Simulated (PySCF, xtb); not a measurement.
BeO, SMILES [O]=[Be].

Harmonic wavenumbers (cm⁻¹) from GFN2-xTB run with xtb at its own minimum, in rising order: 1599.

Question: What does B3LYP-D3(BJ)/def2-TZVPD run with PySCF give at its own minimum? (An estimate is asked for; the answer gives what the named calculation found.)

Answer: 1536. Paired by order, the mean absolute difference is 63 cm⁻¹ and the zero-point energies are 2.3 and 2.2 kcal/mol.
